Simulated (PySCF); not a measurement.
input.py for AlGe

File input.py (PySCF 2.14):

```python
from pyscf import gto, scf

mol = gto.M(
    atom='Al 0 0 0; Ge 0 0 2.473',
    basis='cc-pvdz',
    charge=0,
    spin=3,
    symmetry=True,
    verbose=4,
)
mf = scf.UHF(mol)
mf.kernel()
mf.analyze()
print('orbital energies (hartree):', [e[max(0, n-3):n+3].round(4) for e, n in zip(mf.mo_energy, mol.nelec)])
```

```bash
$ OMP_NUM_THREADS=1 python input.py
```

It prints (some set-up lines and the per-cycle HOMO/LUMO lines with their warnings removed):

```
PySCF version 2.14.0

[INPUT] Symbol           X                Y                Z      unit          X                Y                Z       unit  Magmom
[INPUT]  1 Al     0.000000000000   0.000000000000   0.000000000000 AA    0.000000000000   0.000000000000   0.000000000000 Bohr   0.0
[INPUT]  2 Ge     0.000000000000   0.000000000000   2.473000000000 AA    0.000000000000   0.000000000000   4.673292706049 Bohr   0.0

nuclear repulsion = 89.0164657269389
point group symmetry = Coov
symmetry origin: [0.         0.         3.32323037]
symmetry axis x: [1. 0. 0.]
symmetry axis y: [0. 1. 0.]
symmetry axis z: [0. 0. 1.]
num. orbitals of irrep A1 = 19
num. orbitals of irrep E1x = 10
num. orbitals of irrep E1y = 10
num. orbitals of irrep E2x = 3
num. orbitals of irrep E2y = 3
number of shells = 11
number of NR pGTOs = 118
number of NR cGTOs = 45
basis = cc-pvdz
ecp = {}

******** <class 'pyscf.scf.uhf_symm.SymAdaptedUHF'> ********
method = SymAdaptedUHF
initial guess = minao
damping factor = 0
level_shift factor = 0
DIIS = <class 'pyscf.scf.diis.CDIIS'>
SCF conv_tol = 1e-09
SCF max_cycles = 50
number electrons alpha = 24  beta = 21
Freeze 0 electrons in irreps []
    45 free electrons in irreps A1 E1x E1y E2x E2y
init E= -2316.45571266714

cycle= 1 E= -2317.20408298794  delta_E= -0.748  |g|= 0.0904  |ddm|= 0.966
cycle= 2 E= -2317.21755740953  delta_E= -0.0135  |g|= 0.0325  |ddm|= 0.237
cycle= 3 E= -2317.21995894353  delta_E= -0.0024  |g|= 0.0147  |ddm|= 0.0825
cycle= 4 E= -2317.22077777312  delta_E= -0.000819  |g|= 0.00645  |ddm|= 0.0553
cycle= 5 E= -2317.22103333183  delta_E= -0.000256  |g|= 0.00374  |ddm|= 0.0297
cycle= 6 E= -2317.22112772624  delta_E= -9.44e-05  |g|= 0.00232  |ddm|= 0.0189
cycle= 7 E= -2317.22117145551  delta_E= -4.37e-05  |g|= 0.00127  |ddm|= 0.0144
cycle= 8 E= -2317.22118660019  delta_E= -1.51e-05  |g|= 0.000591  |ddm|= 0.00964
cycle= 9 E= -2317.2211898927  delta_E= -3.29e-06  |g|= 0.00022  |ddm|= 0.00519
cycle= 10 E= -2317.22119029365  delta_E= -4.01e-07  |g|= 5.63e-05  |ddm|= 0.00219
cycle= 11 E= -2317.22119031193  delta_E= -1.83e-08  |g|= 2.11e-05  |ddm|= 0.000409
cycle= 12 E= -2317.22119031408  delta_E= -2.16e-09  |g|= 7.54e-06  |ddm|= 0.000131
cycle= 13 E= -2317.22119031435  delta_E= -2.68e-10  |g|= 1.81e-06  |ddm|= 4.91e-05
Extra cycle  E= -2317.22119031436  delta_E= -5.46e-12  |g|= 9.94e-07  |ddm|= 5.2e-06
converged SCF energy = -2317.22119031436  <S^2> = 3.7696332  2S+1 = 4.0098046
**** SCF Summaries ****
Total Energy =                       -2317.221190314357500
Nuclear Repulsion Energy =              89.016465726938947
One-electron Energy =                -3409.332500102261292
Two-electron Energy =                 1003.094844060965102
Two-electron Coulomb Energy =         1098.647581288990523
DFT Exchange-Correlation Energy =      -95.552737228025421
**** MO energy ****
[17 lines left out]
alpha MO #18 (E2x #1), energy= -1.62528808358483 occ= 1
alpha MO #19 (E2y #1), energy= -1.62528808358483 occ= 1
alpha MO #20 (A1 #10), energy= -0.682380449582745 occ= 1
alpha MO #21 (A1 #11), energy= -0.435627269820441 occ= 1
alpha MO #22 (A1 #12), energy= -0.287265262511521 occ= 1
alpha MO #23 (E1x #5), energy= -0.283282980019844 occ= 1
alpha MO #24 (E1y #5), energy= -0.283282980019844 occ= 1
alpha MO #25 (E1x #6), energy= 0.0293328289910844 occ= 0
alpha MO #26 (E1y #6), energy= 0.0293328289910844 occ= 0
alpha MO #27 (A1 #13), energy= 0.116278752457603 occ= 0
[18 lines left out]
[14 lines left out]
beta  MO #15 (A1 #9), energy= -1.62057214098608 occ= 1
beta  MO #16 (E1x #4), energy= -1.6194365720626 occ= 1
beta  MO #17 (E1y #4), energy= -1.6194365720626 occ= 1
beta  MO #18 (E2x #1), energy= -1.61910893006271 occ= 1
beta  MO #19 (E2y #1), energy= -1.61910893006271 occ= 1
beta  MO #20 (A1 #10), energy= -0.511046236548601 occ= 1
beta  MO #21 (A1 #11), energy= -0.33561242132471 occ= 1
beta  MO #22 (E1x #5), energy= 0.014016129905759 occ= 0
beta  MO #23 (E1y #5), energy= 0.014016129905759 occ= 0
beta  MO #24 (A1 #12), energy= 0.0179803900717969 occ= 0
[21 lines left out]
 ** Mulliken pop alpha/beta on meta-lowdin orthogonal AOs **
 ** Mulliken pop       alpha | beta **
pop of  0 Al 1s        1.00000 | 1.00000
pop of  0 Al 2s        0.99997 | 0.99997
pop of  0 Al 3s        0.86423 | 0.87890
pop of  0 Al 4s        0.00577 | 0.00065
pop of  0 Al 2px       1.00000 | 0.99999
pop of  0 Al 2py       1.00000 | 0.99999
pop of  0 Al 2pz       1.00000 | 1.00000
pop of  0 Al 3px       0.18275 | 0.00000
pop of  0 Al 3py       0.18275 | 0.00000
pop of  0 Al 3pz       0.53242 | 0.12767
pop of  0 Al 4px       0.00012 | 0.00000
pop of  0 Al 4py       0.00012 | 0.00000
[33 lines left out]
In total            24.00000 | 21.00000
 ** Mulliken atomic charges   ( Nelec_alpha | Nelec_beta ) **
charge of  0Al =      0.19883  (     6.79083      6.01033 )
charge of  1Ge =     -0.19883  (    17.20917     14.98967 )
Dipole moment(X, Y, Z, Debye):  0.00000,  0.00000, -1.74161
orbital energies (hartree): [array([-0.2873, -0.2833, -0.2833,  0.0293,  0.0293,  0.1163]), array([-1.6191, -0.511 , -0.3356,  0.014 ,  0.014 ,  0.018 ])]
```

In short: E(SCF) = -2317.221190 Eh, 13 cycles, ⟨S²⟩ = 3.770, μz(SCF) = -1.74 D.

Hardware: Arm Neoverse V1, 1 thread, shared host. Wall time 1.3 s, peak memory 0.12 GiB.

The bond length is a typed value, not an optimised one. No search for the lowest solution was made.
